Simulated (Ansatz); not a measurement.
Ansatz results at the PBE0-D4/def2-TZVP geometry: size of the dipole moment (B3LYP/def2-TZVPP) 1.72 D; LUMO energy (B3LYP/def2-TZVPP) -0.09 eV; HOMO–LUMO gap (B3LYP/def2-TZVPP) 5.55 eV.

Each molecule was computed in one conformer, which needn't be the lowest.

Problem. Which molecule gave them?
A. `O=[N+]([O-])O`
B. `[BH3-]C#[O+]`
C. `Cc1ccccc1N`
D. `N#CC1=CCCCC1`

Solution. C. The others give `N#CC1=CCCCC1`: 4.96, -1.25, 6.07; `[BH3-]C#[O+]`: 1.37, -1.66, 7.73; `O=[N+]([O-])O`: 2.39, -2.25, 6.99.

B3LYP here is the variant with VWN-RPA as its local correlation; programs differ in this.
